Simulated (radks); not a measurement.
Results of a calculation; reference values are marked as such.
The mean radii <r> (bohr) of the occupied orbitals of an atom or ion are listed with their occupations. Code: a radial shooting solver on a logarithmic mesh with Libxc functionals. Model: scalar-relativistic Kohn-Sham, SCAN, spin-polarised, spherical densities, finite nucleus; meta-GGA in the generalised Kohn-Sham scheme; Fermi nuclear charge, rms radius of each element as measured or else 0.836 A^(1/3) + 0.57 fm.

orbital  occ.      <r>
1s          2  0.03917
2s          2   0.1723
2p          6   0.1504
3s          2   0.4908
3p          6   0.4977
3d         10   0.4981
4s          2    1.357
4p          6    1.544

Name the element and its charge. Open shells, if any, are filled with parallel spins first.

Answer. Z = 38, strontium, charge +2: Sr2+ in [Kr]. The 1s radius gives Z: for a bare nucleus <r> = (2 gamma + 1)/(2Z) with gamma = sqrt(1 - (Z/c)^2), 0.03844 bohr for Z = 38, and screening makes it slightly larger (0.03917 here). The occupations add up to 36, and the charge is Z minus that.
